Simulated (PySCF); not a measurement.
Spectrum to structure. Method: TDDFT wB97X-D/def2-SVPD, vertical, gas phase, core orbitals frozen in the response (PySCF 2.14.0, density-fitted response routines). Geometries: PBE0-D3(BJ)/def2-SVP, one conformer each.

| state | E (eV) | f |
| --- | --- | --- |
| S1 | 6.64 | 0.031 |
| S2 | 7.04 | 0.0000 |
| S3 | 7.14 | 0.174 |
| S4 | 7.37 | 0.010 |
| S5 | 7.57 | 0.0003 |
| S6 | 7.64 | 0.077 |
| S7 | 7.71 | 0.029 |
| S8 | 7.84 | 0.050 |
| S9 | 7.93 | 0.0006 |
| S10 | 7.96 | 0.017 |
| S11 | 8.07 | 0.073 |
| S12 | 8.17 | 0.043 |
| S13 | 8.38 | 0.190 |
| S14 | 8.50 | 0.0006 |
| S15 | 8.62 | 0.0071 |

Triplets computed (Tamm–Dancoff): 6.26, 6.58, 6.94, 7.07 eV.

Question: Which candidate is it?
A. `[SiH3][CH2][Al]([Cl])[Cl]`
B. `C1[SiH2]C[SiH2]C[SiH2]1`
C. `C1C[CH2][AlH][CH2]1`

Answer: A. Its S1 lies at 6.64 eV; the nearest of the others has S1 at 7.86 eV. S1 is HOMO→LUMO (90%). Löwdin shares by element: HOMO carbon 32%, silicon 13%, aluminium 13%, chlorine 12% or more (atoms not listed hold the other 30%); LUMO aluminium 41%, chlorine 30%, carbon 13% (atoms not listed hold the other 16%). At the same level the other candidates give, for their lowest levels:
- `C1[SiH2]C[SiH2]C[SiH2]1`: 7.86 eV (f 0.011 summed over 2 states); 7.89 eV (f 0.000); 8.16 eV (f 0.130 summed over 2 states); 8.26 eV (f 0.002); 8.50 eV (f 0.000); T1 7.53 eV; HOMO -10.03, LUMO 1.88 eV
- `C1C[CH2][AlH][CH2]1`: 4.78 eV (f 0.000); 5.43 eV (f 0.001); 6.47 eV (f 0.028); 7.16 eV (f 0.089); 7.35 eV (f 0.004); T1 4.56 eV; HOMO -8.84, LUMO 0.72 eV

Without π bonds the low states are Rydberg-like; a valence basis with one diffuse set may place them up to an eV too high.
